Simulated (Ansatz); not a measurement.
Gas-phase electronic energies from Ansatz, PBE0-D4/def2-TZVP geometries. CBS: MP2 limit from def2 TZ/QZ plus the TZ coupled-cluster correction, frozen cores. This one scheme is used for every species. DFT in def2-TZVPP. Elements past krypton have def2 core potentials. For In outer-core shells are correlated without core-valence functions, which leaves a few kJ/mol of doubt a bond.

Consider the silylene formation by 1,1-elimination: `[SiH3][O+]([SiH3])[InH3-]` → `[SiH3][OH+][InH3-]` + `[SiH2]`.

```tsv
level	ΔE (kJ/mol)	difference from CCSD(T)/CBS
BLYP-D4	315.3	-18.5
BLYP	291.0	-42.8
r2SCAN0	345.5	11.7
CAM-B3LYP	324.5	-9.3
CCSD/def2-SVP	305.2	-28.6
SCS-MP2/def2-TZVPP	336.5	2.7
CCSD/def2-TZVPP	321.1	-12.7
MP2/def2-QZVPP	352.5	18.7
SCS-MP2/def2-QZVPP	342.6	8.8
HF/CBS(def2)	320.8	-13.0
CCSD(T)/CBS	333.8	0
```

Task: What do rigid-rotor, harmonic-oscillator terms from PBE0-D4/def2-TZVP frequencies (298.15 K, 1 bar) make of the CCSD(T)/CBS value? (Best estimate.)

Result: The calculation gave: ΔZPE = -11.9 kJ/mol, ΔH = +326.5 kJ/mol, ΔS = 156 J/(mol·K), ΔG = +279.9 kJ/mol. Modes under 50 cm⁻¹ make the entropy rough.

Largest T1 diagnostic among the species: 0.014.

Leaving LDA and LC-ωPBE aside and taking each functional with its dispersion term where it has one, the values, not all of them listed here, spread over 34.0 kJ/mol, from BLYP-D4 to r2SCAN0-D4. LDA lies +38.1 kJ/mol from PBE without D4. The D4 term adds +19.4 kJ/mol with B3LYP and +10.6 kJ/mol with PBE0; it sums over pairs of atoms, weighted by their polarisabilities, and B3LYP, whose exchange is more repulsive, gets the larger term. From PBE to PBE0 (25 % exact exchange), in def2-TZVPP and without D4, ΔE moves by +13.1 kJ/mol.

B3LYP here is the variant with VWN-RPA as its local correlation; programs differ in this.
